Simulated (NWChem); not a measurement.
Everything below was run with NWChem. System: HF₃SSi, charge 0, spin multiplicity 1, at a geometry optimised with PBE/def2-SVP. The structure started from a generated list of species. Level: B3LYP/def2-TZVP, VWN1-RPA local correlation.

Job file:

```
start mol
memory heap 200 mb stack 800 mb global 1000 mb
geometry units angstroms nocenter noautoz noautosym
  F     -0.857710     0.693046     1.389447
  Si    -0.319513     0.134705    -0.028691
  F     -0.357080     1.394600    -1.040470
  F     -1.349893    -0.982847    -0.567413
  S      1.588006    -0.763083     0.110401
  H      2.147236     0.380274     0.601184
end
basis spherical
  * library def2-tzvp
end
dft
  xc b3lyp
  semidirect memsize 60000000 filesize 0
  iterations 100
end
task dft energy
```

NWChem printed:

```
             Northwest Computational Chemistry Package (NWChem) 7.3.0
             --------------------------------------------------------

                                NWChem Input Module
                                -------------------

 Scaling coordinates for geometry "geometry" by  1.889725989
 (inverse scale =  0.529177249)

                             Geometry "geometry" -> ""
                             -------------------------

 Output coordinates in angstroms (scale by  1.889725989 to convert to a.u.)

  No.       Tag          Charge          X              Y              Z
 ---- ---------------- ---------- -------------- -------------- --------------
    1 F                    9.0000    -0.85771000     0.69304600     1.38944700
    2 Si                  14.0000    -0.31951300     0.13470500    -0.02869100
    3 F                    9.0000    -0.35708000     1.39460000    -1.04047000
    4 F                    9.0000    -1.34989300    -0.98284700    -0.56741300
    5 S                   16.0000     1.58800600    -0.76308300     0.11040100
    6 H                    1.0000     2.14723600     0.38027400     0.60118400

 Effective nuclear repulsion energy (a.u.)     316.6407948914

            Nuclear Dipole moment (a.u.)
            ----------------------------
        X                 Y               Z
 ---------------- ---------------- ----------------
     0.0000056692     0.0000132281     0.0000037795


 Summary of "ao basis" -> "" (spherical)
 ------------------------------------------------------------------------------
       Tag                 Description            Shells   Functions and Types
 ---------------- ------------------------------  ------  ---------------------
 *                         def2-tzvp                  on all atoms

                                 NWChem DFT Module
                                 -----------------

 Summary of "ao basis" -> "ao basis" (spherical)
 ------------------------------------------------------------------------------
       Tag                 Description            Shells   Functions and Types
[...]
 Vector   29  Occ=2.000000D+00  E=-3.074336D-01
              MO Center=  1.4D+00, -6.5D-01,  1.1D-01, r^2= 1.8D+00
   Bfn.  Coefficient  Atom+Function         Bfn.  Coefficient  Atom+Function
  ----- ------------  ---------------      ----- ------------  ---------------
   147      0.473920  5 S  pz               150      0.323887  5 S  pz
   144      0.219556  5 S  pz               138     -0.180563  5 S  pz
   146     -0.151081  5 S  py               145     -0.106497  5 S  px
   149     -0.103071  5 S  py               141     -0.081028  5 S  pz
   148     -0.072541  5 S  px               143     -0.069957  5 S  py

 Vector   30  Occ=0.000000D+00  E=-2.329179D-02
              MO Center=  1.6D+00, -2.2D-01,  2.9D-01, r^2= 3.4D+00
   Bfn.  Coefficient  Atom+Function         Bfn.  Coefficient  Atom+Function
  ----- ------------  ---------------      ----- ------------  ---------------
   170      1.269204  6 H  s                135     -0.684711  5 S  s
   149     -0.531223  5 S  py               148     -0.478131  5 S  px
   150     -0.274470  5 S  pz               169      0.274653  6 H  s
   146     -0.204241  5 S  py                46     -0.159100  2 Si px
   145     -0.153154  5 S  px               134     -0.151438  5 S  s

 Vector   31  Occ=0.000000D+00  E=-1.206497D-02
              MO Center=  5.5D-01,  2.1D-02,  1.2D-01, r^2= 4.4D+00
   Bfn.  Coefficient  Atom+Function         Bfn.  Coefficient  Atom+Function
  ----- ------------  ---------------      ----- ------------  ---------------
    36      1.487301  2 Si s                135     -0.551779  5 S  s
   148      0.508204  5 S  px                35      0.472570  2 Si s
    73     -0.353039  3 F  s                  5     -0.349976  1 F  s
   149     -0.340005  5 S  py                34     -0.289323  2 Si s
   104     -0.263855  4 F  s                170      0.255309  6 H  s

 Vector   32  Occ=0.000000D+00  E= 3.031587D-02
              MO Center=  3.3D-01,  9.6D-03,  6.3D-02, r^2= 4.2D+00
   Bfn.  Coefficient  Atom+Function         Bfn.  Coefficient  Atom+Function
  ----- ------------  ---------------      ----- ------------  ---------------
    50      0.721977  2 Si py                49      0.429684  2 Si px
   149     -0.389258  5 S  py               148     -0.338500  5 S  px
   170      0.321453  6 H  s                 51      0.319358  2 Si pz
    36     -0.276741  2 Si s                104      0.233459  4 F  s
    57      0.212118  2 Si d -2              35     -0.202932  2 Si s

 center of mass
 --------------
 x =  -0.07574778 y =   0.01191896 z =  -0.01308901

 moments of inertia (a.u.)
 ------------------
         527.897247449985         123.711532908310         -21.780009295849
         123.711532908310         725.247905592140           4.442173320879
         -21.780009295849           4.442173320879         795.100155556082

     Multipole analysis of the density
     ---------------------------------

     L   x y z        total         alpha         beta         nuclear
     -   - - -        -----         -----         ----         -------
     0   0 0 0      0.000000    -29.000000    -29.000000     58.000000

     1   1 0 0      0.699118      0.349556      0.349556      0.000006
     1   0 1 0      0.022207      0.011097      0.011097      0.000013
     1   0 0 1      0.162990      0.081493      0.081493      0.000004

     2   2 0 0    -28.810825   -140.386355   -140.386355    251.961886
     2   1 1 0      0.846510     30.894450     30.894450    -60.942390
     2   1 0 1      1.081344     -6.129935     -6.129935     13.341213
     2   0 2 0    -31.322329    -87.504312    -87.504312    143.686295
     2   0 1 1      0.572314      1.263008      1.263008     -1.953702
     2   0 0 2    -32.085172    -70.651026    -70.651026    109.216879

 Task  times  cpu:       31.4s     wall:       31.4s

 Total times  cpu:       31.4s     wall:       31.4s
```
